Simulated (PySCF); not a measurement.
Computed IR spectrum (relative IR intensity) of a molecule C₅H₉Cl. The structure is a stationary point at PBE-D3(BJ)/def2-SVP. One conformer was computed; it need not be the lowest. Computed with PBE-D3(BJ)/def2-SVP in PySCF. Frequencies are harmonic and unscaled.

| ν (cm⁻¹) | relative intensity |
|---|---|
| 96 | 3.8 |
| 186 | 7.2 |
| 308 | 2.6 |
| 359 | 3.4 |
| 433 | 11 |
| 700 | 100 |
| 724 | 42 |
| 755 | 4.7 |
| 854 | 6.9 |
| 863 | 3.7 |
| 903 | 34 |
| 930 | 9.8 |
| 943 | 75 |
| 992 | 25 |
| 1035 | 2.2 |
| 1070 | 17 |
| 1228 | 75 |
| 1298 | 14 |
| 1317 | 11 |
| 1358 | 19 |
| 1385 | 22 |
| 1399 | 8.6 |
| 1413 | 25 |
| 1425 | 21 |
| 1451 | 5.7 |
| 2965 | 83 |
| 3003 | 59 |
| 3051 | 46 |
| 3057 | 37 |
| 3063 | 13 |
| 3070 | 36 |
| 3073 | 39 |
| 3147 | 2.8 |
| 3158 | 27 |

Task: Identify the compound among the candidates.
A) CC1(CCl)CC1
B) C=C(C)CCCl
C) C=C[C@@H](C)CCl
D) C[C@@H]1C[C@@]1(C)Cl

Result: A, CC1(CCl)CC1
